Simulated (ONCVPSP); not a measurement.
Which change was made? (Cs, ONCV)

* Element: caesium (Cs)
* Generator: ONCVPSP 4.0.1
* Type: optimised norm-conserving Vanderbilt (ONCV)
* Functional: LDA (Perdew-Wang 92)
* Relativity: scalar-relativistic
* Frozen core: [Kr] 4d10
* Valence charge: 9
* Reference configuration: 5s2 5p6 (charge +1)
* Partial waves: 5s: rc 2.00 bohr, ncon 4, nbas 7, qcut 2.9 1/bohr, 2 projectors, debl 3.8 Ha; 5p: rc 2.85 bohr, ncon 5, nbas 10, qcut 5.9 1/bohr, 1 projector; d scattering state at 0.16 Ha: rc 2.20 bohr, ncon 4, nbas 7, qcut 4.5 1/bohr, 3 projectors, debl 1.8 Ha
* Local potential: polynomial inside 1.95 bohr (lpopt 3, dvloc0 0 Ha)
* Core correction: Teter function, fcfact 4.75, rcfact 1.35

In the d channel the program set the typed energies aside and used 0.050, 1.850, 3.650 Ha.

Cutoffs, loose and tight: the cutoffs (Ha) at which the residual kinetic energy of the hardest occupied pseudo-wave falls to 1 and 0.1 mHa per electron. They do not see the model core or the augmentation charge, which bear on the density cutoff. Test errors are all-electron minus pseudo excitation energies from the reference, over the configurations 5s2 5p6 6s1; 5s2 5p6 6s0.5; 5s2 5p6 6p1; 5s2 5p5 6s1; variants that change the core or the reference have their own tests.

The base gives: outcome: generated, projector energies reset by the program; cutoff, loose: 28 Ha; cutoff, tight: 33 Ha; bound ghosts: d; GHOST(+) flags above zero: s, d; largest test error (meV): +7.0.

Q: After one change the result is: outcome: generated, projector energies reset by the program; cutoff, loose: 28 Ha; cutoff, tight: 33 Ha; bound ghosts: d; GHOST(+) flags above zero: s, d; largest test error (meV): -16. Which change was it?
A. core correction Teter function, fcfact 4.75, rcfact 1.82
B. core correction Teter function, fcfact 4.75, rcfact 1.54
C. core correction Teter function, fcfact 4.75, rcfact 2.02

A: B. The others give: core correction Teter function, fcfact 4.75, rcfact 2.02 → outcome: generated, projector energies reset by the program; cutoff, loose: 28 Ha; cutoff, tight: 33 Ha; bound ghosts: d; GHOST(+) flags above zero: s, d; largest test error (meV): -65 | core correction Teter function, fcfact 4.75, rcfact 1.82 → outcome: generated, projector energies reset by the program; cutoff, loose: 28 Ha; cutoff, tight: 33 Ha; bound ghosts: d; GHOST(+) flags above zero: s, d; largest test error (meV): -43.
